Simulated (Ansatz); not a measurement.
Mulliken charges of CH4FGeO (`C[O][GeH][F]`) radical from B3LYP/def2-TZVPP in Ansatz (PBE0-D4/def2-TZVP geometry).

```csv
atom,x (Å),y (Å),z (Å),charge (e)
C1,-0.647,0.988,0.247,-0.126
O2,-0.463,-0.158,-0.554,-0.368
Ge3,0.572,-1.482,0.004,0.580
F4,0.751,-2.433,-1.438,-0.363
H5,-0.989,1.795,-0.405,0.113
H6,0.281,1.316,0.734,0.090
H7,-1.407,0.823,1.017,0.105
H8,1.995,-0.905,0.339,-0.031
```

Task: By hand: the dipole of these point charges (1 e Å = 4.8032 D).

Result: Σ q r = (0.015, 0.393, 0.814) e Å, of length 0.904 e Å = 4.34 D.

Task: How does the dipole of the full density compare? (An estimate is asked.)

Result: Ansatz gave: (0.014, 0.344, 0.547) e Å, 3.10 D; the point charges give 1.40 times that, at 6° from its direction.

Point charges leave out the atoms' own dipoles, such as those of lone pairs, and Mulliken's split depends on the basis, so the two needn't agree.

B3LYP here is the variant with VWN-RPA as its local correlation; programs differ in this.
